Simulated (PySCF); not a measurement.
Start geometry of `C1(=CC=CBC=C1)CC=C` from GFN2-xTB (Å):
```
atom  x, y, z in Å
C1     3.4470    0.7745    0.1276
C2     2.4789   -0.0941    0.3708
C3     1.5434   -0.6639   -0.6718
C4     0.1497   -0.3754   -0.3192
C5    -0.7061   -1.4538   -0.0853
C6    -2.0798   -1.5111    0.2484
C7    -2.9683   -0.5084    0.4106
B8    -2.7397    1.0014    0.2976
C9    -1.3963    1.6168    0.0107
C10   -0.2073    1.0020   -0.2601
H11    3.5930    1.1744   -0.8629
H12    4.0747    1.1854    0.9040
H13    2.2940   -0.4417    1.3702
H14    1.7132   -1.7372   -0.7209
H15    1.7911   -0.2343   -1.6373
H16   -0.2274   -2.4056   -0.1462
H17   -2.4314   -2.5242    0.3760
H18   -3.9910   -0.8409    0.6575
H19   -3.6721    1.7085    0.4744
H20   -1.3696    2.7041   -0.0334
H21    0.6331    1.6455   -0.4878
```

Question: What comes out of this run: PBE0-D3(BJ)/def2-SVP geometry optimisation, gas phase (PySCF)?

Answer: 
```
atom  x, y, z in Å
C1     3.492    0.986    0.018
C2     2.526    0.099    0.259
C3     1.578   -0.448   -0.767
C4     0.126   -0.167   -0.425
C5    -0.690   -1.244   -0.148
C6    -2.064   -1.314    0.206
C7    -2.988   -0.310    0.367
B8    -2.783    1.192    0.207
C9    -1.440    1.820   -0.162
C10   -0.234    1.216   -0.417
H11    3.665    1.385   -0.987
H12    4.149    1.344    0.815
H13    2.380   -0.271    1.282
H14    1.723   -1.536   -0.856
H15    1.815   -0.011   -1.752
H16   -0.197   -2.220   -0.213
H17   -2.413   -2.343    0.366
H18   -3.989   -0.666    0.644
H19   -3.731    1.929    0.386
H20   -1.404    2.914   -0.241
H21    0.609    1.879   -0.653
```

The energy falls by 16.8 kJ/mol over 6 energy and gradient evaluations, the largest force component goes from 0.0427 to 4.1e-04 Eh/bohr, and the atoms move by 0.058 Å rms after alignment. The bond that changes most is C3–C4 (allylic carbon to unsaturated ring carbon), which lengthens by 0.052 Å. Bonds longer at the end by more than 0.005 Å: 16 of 21; shorter: 4. Among the angles that change most is C2–C3–C4, from 110.4° to 112.5°. Rotational constants go from 2908, 824.9, 675.4 to 2877, 803.6, 661.9 MHz. The orientation of the end geometry is arbitrary; only internal coordinates are fixed.

The run used 195 basis functions and 42 SCF cycles in all. Hardware: an Arm Neoverse V1 with one thread, no GPU, shared host. Cost: 2.0 min, 0.95 GiB resident at most.

No frequency check. The numbers are those of one conformer.
